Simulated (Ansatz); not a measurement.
The cluster Li₉H₈⁺, relaxed as a singlet with RKS PBE-D4/def2-SVP in Ansatz, starting from the GFN1-xTB geometry. Force threshold 0.02 eV/Å.

The structure comes from a short search, and lower isomers may exist.

Start:

Cartesian coordinates in Å:
```
Li 1.113 1.616 -0.059
Li 0.246 0.469 2.059
Li 3.142 1.465 1.124
Li -1.721 0.865 0.456
Li 2.488 -0.084 -1.581
Li 0.073 -0.816 -0.788
Li -2.571 -1.281 -0.884
Li 0.129 -2.278 -2.686
Li -2.843 -0.292 2.162
H -1.527 0.832 2.311
H -1.255 -1.946 -1.714
H 2.886 1.260 -0.620
H -3.166 -0.358 0.414
H -0.427 1.052 -0.753
H 1.540 1.728 1.757
H 0.471 -0.956 0.939
H 1.423 -1.276 -2.137
```

Problem. Estimate the energy that the relaxation releases and the steps that it takes.

Solution. 0.64 eV, in 13 steps; 20 s on 4 threads of Arm Neoverse V1 on a shared host. No frequencies were taken in this run, so the end may be a saddle point.

Problem. Does the start keep its bonding?

Solution. Bonds formed: Li3–H16 (atoms count from 1). Metal–metal contacts that move far: Li3–Li6 4.27 to 2.88 Å, Li2–Li3 3.20 to 2.52 Å, Li1–Li5 2.66 to 3.21 Å.

Problem. Predict the relaxed structure.

Solution. 
Cartesian coordinates in Å:
```
Li 1.112 2.056 -0.112
Li 0.181 0.653 2.102
Li 2.462 0.396 1.063
Li -1.887 1.140 0.409
Li 2.636 -0.015 -2.027
Li 0.338 -0.641 -0.579
Li -2.564 -1.407 -0.908
Li 0.199 -2.300 -2.567
Li -2.818 -0.412 2.126
H -1.601 0.793 2.179
H -1.024 -1.887 -1.436
H 2.529 1.002 -0.662
H -3.066 -0.362 0.371
H -0.408 1.114 -0.537
H 1.468 1.804 1.622
H 1.003 -0.722 1.135
H 1.438 -1.212 -2.180
```
Bond lengths (bridged metal pairs left out): 6 × Li–Li 2.59 to 3.02 Å; 20 × H–Li 1.69 to 1.87 Å.
